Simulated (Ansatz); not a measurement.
Gas-phase electronic energies from Ansatz, PBE0-D4/def2-TZVP geometries. CBS: MP2 limit from def2 TZ/QZ plus the TZ coupled-cluster correction, frozen cores. This one scheme is used for every species. DFT in def2-TZVPP. B3LYP here is the variant with VWN-RPA as its local correlation; programs differ in this. For Ge, Se outer-core shells are correlated without core-valence functions, which leaves a few kJ/mol of doubt a bond. Scalar relativity is left out up to krypton. One conformer a species, not always the lowest.

Reaction (substitution at a C–O bond): `COC=S` + `[OH][GeH2][SeH]` → `C[Se][GeH2][OH]` + `OC=S`

```
             level  ΔE (kJ/mol)  difference from CCSD(T)/CBS
            PBE-D4        -35.9                          1.3
         r2SCAN-D4        -32.7                          4.5
          B3LYP-D4        -31.8                          5.4
            B2PLYP        -31.8                          5.4
               PBE        -33.7                          3.5
              PBE0        -33.4                          3.8
             B3LYP        -28.0                          9.2
    MP2/def2-TZVPP        -41.1                         -3.9
SCS-MP2/def2-TZVPP        -36.0                          1.2
   CCSD/def2-TZVPP        -33.4                          3.8
CCSD(T)/def2-TZVPP        -34.8                          2.4
     HF/def2-QZVPP        -20.6                         16.6
    MP2/def2-QZVPP        -42.3                         -5.1
      HF/CBS(def2)        -20.5                         16.7
     MP2/CBS(def2)        -43.5                         -6.3
    CCSD/CBS(def2)        -35.9                          1.3
       CCSD(T)/CBS        -37.2                            0
```

Largest T1 diagnostic among the species: 0.018.

In def2-TZVPP, CCSD(T) changes the Hartree–Fock value by −13.7 kJ/mol (the triples alone add −1.3 kJ/mol) and MP2 by −20.0 kJ/mol. The D4 term adds −3.8 kJ/mol with B3LYP and −2.0 kJ/mol with PBE0; it sums over pairs of atoms, weighted by their polarisabilities, and B3LYP, whose exchange is more repulsive, gets the larger term.
